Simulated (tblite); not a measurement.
Species: H₁₀NPSi₃.
Numbering: `[NH2:1][SiH2:2][PH:3][SiH2:4][SiH3:5]` (hydrogens: H6, H7 on N1; H8, H9 on Si2; H10 on P3; H11, H12 on Si4; H13, H14, H15 on Si5)

Computed geometry: GFN2-xTB, gas phase.

Q: Give the optimised bond lengths and angles.

A: 
```json
{"bond": "N1–Si2", "length (pm)": "172.0"}
{"bond": "Si2–P3", "length (pm)": "223.1"}
{"bond": "P3–Si4", "length (pm)": "224.0"}
{"bond": "Si4–Si5", "length (pm)": "231.9"}
{"bond": "N1–H6, N1–H7", "length (pm)": "100.7"}
{"bond": "Si2–H8, Si2–H9", "length (pm)": "146.8"}
{"bond": "P3–H10", "length (pm)": "137.8"}
{"bond": "Si4–H11, Si4–H12", "length (pm)": "147.1"}
{"bond": "Si5–H13, Si5–H14, Si5–H15", "length (pm)": "146.6"}
```

Bonds in one row agree within 1 pm and their mean is given. A selection of angles:
```json
{"angle": "Si2–N1–H6", "degrees": "119.0"}
{"angle": "H6–N1–H7", "degrees": "110.2"}
{"angle": "N1–Si2–P3", "degrees": "104.5"}
{"angle": "N1–Si2–H8", "degrees": "105.6"}
{"angle": "N1–Si2–H9", "degrees": "116.8"}
{"angle": "P3–Si2–H8", "degrees": "114.7"}
{"angle": "P3–Si2–H9", "degrees": "106.0"}
{"angle": "H8–Si2–H9", "degrees": "109.5"}
{"angle": "Si2–P3–Si4", "degrees": "102.9"}
{"angle": "Si2–P3–H10", "degrees": "93.9"}
{"angle": "Si4–P3–H10", "degrees": "96.9"}
{"angle": "P3–Si4–Si5", "degrees": "112.4"}
{"angle": "P3–Si4–H11", "degrees": "103.3"}
{"angle": "P3–Si4–H12", "degrees": "109.0"}
{"angle": "Si5–Si4–H11", "degrees": "113.3"}
{"angle": "H11–Si4–H12", "degrees": "105.2"}
{"angle": "Si4–Si5–H13", "degrees": "111.4"}
{"angle": "Si4–Si5–H14", "degrees": "112.8"}
{"angle": "H13–Si5–H14", "degrees": "106.5"}
{"angle": "H13–Si5–H15", "degrees": "106.6"}
```

Torsions: N1–Si2–P3–Si4 -64° (synclinal); Si2–P3–Si4–Si5 -106° (anticlinal). The mirror-image conformer, all signs reversed, is as good.

N1 (silicon-bound nitrogen) is pyramidal (angles 119.0°, 118.7° and 110.2°, sum 347.9°, 0.24 Å off the plane of its three neighbours). Si5 (SiH3 silicon) is tetrahedral (angles from 106.3° to 112.9°). Si2 (SiH2 silicon) is distorted tetrahedral (angles from 104.5° to 116.8°). P3 (three-coordinate phosphorus) is pyramidal (angles 102.9°, 96.9° and 93.9°, sum 293.8°, 0.90 Å off the plane of its three neighbours). Si4 (SiH2 silicon) is distorted tetrahedral (angles from 103.3° to 113.3°).

Point group: C1 (no symmetry element, even within 0.4 Å). GFN2-xTB frequencies show an imaginary mode (27i cm⁻¹), so the point is no minimum at that level. Torsions: H–N1–Si2–P3 -174° and -35°, N1–Si2–P3–Si4 -64°, Si2–P3–Si4–Si5 -106°. 3 starts were optimised and ended at 0.00, 1.37 and 1.68 kcal/mol (GFN2-xTB); the lowest of these is shown.
